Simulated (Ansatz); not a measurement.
The cluster Si6Mo⁻. Charge -1, multiplicity 2. Geometry PBE-D4/def2-SVPD; atoms count from 1.

```
atom   x (Å)   y (Å)   z (Å)
 Mo1  -0.502  -0.908  -0.399
 Si2  -1.509   1.482   0.256
 Si3   0.896  -0.549   1.853
 Si4  -1.428  -0.297   1.771
 Si5  -0.802   0.978  -1.915
 Si6   1.455   0.590  -1.440
 Si7   1.890  -1.296  -0.127
```

In the def2 sets Mo takes a core potential; there is no spin–orbit coupling. The structure comes from a short search, and lower isomers may exist.

(1) Estimate the Mulliken populations from the PBE0/def2-TZVPD orbitals of Ansatz.

(2) Where does the spin sit?

(3) And the Mayer bond orders between heavy atoms (over 0.3)?

Results:

(1) 
```tsv
atom	charge (e)	spin (α − β)	d electrons
Mo1	0.21	1.23	4.78
Si2	0.02	-0.01	–
Si3	0.02	-0.01	–
Si4	-0.42	-0.07	–
Si5	-0.42	-0.07	–
Si6	0.02	-0.01	–
Si7	-0.42	-0.07	–
```
Mulliken values depend strongly on the basis. With diffuse functions, as here, like atoms can get unlike values, and bond orders can come out too low or too high.

(2) Summed by element: Mo 1.23, Si -0.23, of 1 unpaired in all. Largest on single atoms: Mo1 1.23, Si4 -0.07, Si5 -0.07.

(3) Mo1–Si2 0.67 (2.67 Å); Mo1–Si3 0.67 (2.67 Å); Mo1–Si4 1.15 (2.44 Å); Mo1–Si5 1.15 (2.44 Å); Mo1–Si6 0.67 (2.67 Å); Mo1–Si7 1.15 (2.44 Å); Si2–Si4 0.88 (2.34 Å); Si2–Si5 0.88 (2.34 Å); Si3–Si4 0.88 (2.34 Å); Si3–Si7 0.88 (2.34 Å); Si5–Si6 0.88 (2.34 Å); Si6–Si7 0.88 (2.34 Å).
